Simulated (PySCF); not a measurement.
Where the electron goes

Species: C8H8O.
Structure used (PBE0-D3(BJ)/def2-SVP), in Å, numbered top down from 1:
```
atom  x, y, z in Å
C1     4.2757   -0.6419    0.4934
C2     3.1035   -0.3762    0.3024
C3     1.7824   -0.0771    0.0907
C4     0.6066    0.1813   -0.1011
C5    -0.7966    0.5169   -0.2896
C6    -1.0762    2.0094   -0.1305
C7    -1.7241   -0.3328    0.6083
C8    -1.3769   -1.7859    0.7718
O9    -2.6919    0.1682    1.1179
H10    5.3106   -0.8753    0.6622
H11   -1.0712    0.2078   -1.3192
H12   -0.4958    2.5915   -0.8587
H13   -2.1471    2.2011   -0.2760
H14   -0.8078    2.3433    0.8814
H15   -1.1050   -2.2430   -0.1915
H16   -2.2224   -2.3148    1.2281
H17   -0.4927   -1.8751    1.4225
```

Theory: PySCF, TDDFT PBE0/def2-SVPD, vertical, gas phase, core orbitals frozen in the response.

Frontier orbitals with the atoms that hold most of them (Löwdin shares over 4%, at most four atoms; ? is withheld):

| orbital | ε (eV) | atoms |
| --- | --- | --- |
| HOMO-3 | -9.96 | C2 29%, C3 23%, C1 18%, C4 10% |
| HOMO-2 | -8.12 | O9 37%, C1 12%, C2 11%, C4 10% |
| HOMO-1 | -7.44 | C1 25%, C4 24%, C3 20%, C2 19% |
| HOMO | -7.14 | ? |
| LUMO | -1.06 | ? |
| LUMO+1 | -0.85 | C1 24%, C4 20%, C2 19%, C3 16% |
| LUMO+2 | -0.55 | C7 22%, O9 19%, C1 12%, C4 11% |

(1) Which atoms hold the LUMO, and with what shares?

(2) Which atoms hold the HOMO, and with what shares?

(3) The HOMO–LUMO gap is 6.08 eV. Where does the response calculation put the lowest singlet, and from which orbitals?

Results:

(1) C7 (bonded to 2 C and O) 18%; O9 (bonded to C) 15%; C1 (bonded to C and H) 13%; C4 (bonded to 2 C) 12%. By element: carbon 44% or more, oxygen 15%.

(2) O9 (bonded to C) 23%; C1 (bonded to C and H) 15%; C3 (bonded to 2 C) 15%; C4 (bonded to 2 C) 14%. By element: carbon 44% or more, oxygen 23%.

(3) S1 is at 4.38 eV (f = 0.0054), 1.70 eV below the gap, made of HOMO→LUMO (57%), HOMO→LUMO+2 (17%), HOMO-2→LUMO+2 (11%). Without the coupling terms of the response equations the lowest excitation would equal the gap.

Next come S2 at 4.60 eV (f 0.0002), HOMO→LUMO+1 (49%), HOMO-1→LUMO (28%), HOMO-1→LUMO+2 (8%); S3 at 4.79 eV (f 0.0004), HOMO-1→LUMO (44%), HOMO→LUMO+1 (37%), HOMO-1→LUMO+2 (11%); S4 at 4.85 eV (f 0.0027), HOMO-1→LUMO+1 (44%), HOMO→LUMO+2 (25%), HOMO-2→LUMO (11%); S5 at 5.77 eV (f 0.0026), HOMO-1→LUMO+2 (74%), HOMO-1→LUMO (22%).

Time: 4.2 min. Hardware: one thread, x86-64 server, no GPU, on a shared host.

One conformer stands for the species.
